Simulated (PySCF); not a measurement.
## Ionising CsHg

r²SCAN; basis Cs def2-SVP with ECP46, Hg def2-SVP with ECP60; scalar-relativistic core potentials; PySCF 2.14. Neutral (UKS): doublet (σ ↑), Re = 4.336 Å, ωe = 21.1 cm⁻¹, De = 0.07 eV, HOMO -2.30 eV, LUMO -1.38 eV.

CsHg⁺ (UKS): singlet (closed shell), Re = 3.978 Å, ωe = 34.3 cm⁻¹, De = 0.14 eV to Cs⁺ + Hg. The energies at the minima are -173.73061 hartree for CsHg and -173.59402 for CsHg⁺.

Question: Work out the adiabatic ionisation energy, without and with harmonic zero-point energies (1 hartree = 27.2114 eV, 1 eV = 8065.5 cm⁻¹), and the change of the bond length.

Answer: At r²SCAN: 0.13659 hartree = 3.717 eV between the minima; the zero-point term (34.3 − 21.1)/2 cm⁻¹ = +0.001 eV makes it 3.718 eV. Re changes by -35.8 pm against the neutral. The electron leaves a σ orbital, and the shorter bond of the ion fits an antibonding orbital, or a change in how ionic the bond is.

Closed-shell solutions of metal pairs were not tested for spin polarisation, which can lower them a little. Weak bonds: CsHg, CsHg⁺. Basis-set superposition, not corrected here, can be much of De in a small basis, most of all at correlated wavefunction levels. Spin–orbit coupling is left out. For an ion De counts to the pair picked by the measured ionisation energies or electron affinities, which need not be the lowest pair at this level. States were picked by a PBE0 search and need not be the measured ground states.
